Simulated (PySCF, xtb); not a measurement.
C2H6GeO3, SMILES C[C](=O)[GeH]([OH])[OH].

GFN2-xTB run with xtb at its own geometry gives an orbital gap of 3.05 eV and a dipole moment of 2.00 D.

Geometry optimised at PBE0-D3(BJ)/def2-SVP. The structure was generated by enumeration, and PubChem lists no compound with its InChIKey, so it may never have been made. Other conformers were not sampled.

Question: What does r2SCAN/def2-TZVP in PySCF give? (An estimate is asked for; the answer gives what the named calculation found.)

Answer: gap 3.56 eV (levels -5.78 and -2.22 eV), dipole 1.61 D.
